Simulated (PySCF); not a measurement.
Sn(OMe)(SiH3) (CH6OSiSn), SMILES [O](C)[Sn][SiH3] (connectivity only; charge and spin as stated), neutral, multiplicity 1.

Geometry optimised at PBE-D3(BJ)/def2-SVP. The structure was generated by enumeration; whether it is a known compound was not checked. The def2 effective core potentials stand for the cores of Sn; spin–orbit coupling is left out. The values are those of a single conformer.

Method: PBE/def2-TZVP run with PySCF.

Symmetry labels are those of the subgroup Cs that the program uses (full group Cs).

Problem. List the valence orbital energies around the gap with their symmetry. (The exact figures need the calculation; the answer reports its results.)

Solution. 
```csv
orbital,symmetry,energy (eV)
HOMO−7,A",-10.54
HOMO−6,A',-10.45
HOMO−5,A',-9.36
HOMO−4,A",-8.17
HOMO−3,A',-8.07
HOMO−2,A',-6.53
HOMO−1,A",-6.50
HOMO,A',-5.44
LUMO,A",-3.46
LUMO+1,A',-1.50
LUMO+2,A',-0.56
LUMO+3,A',0.37
```
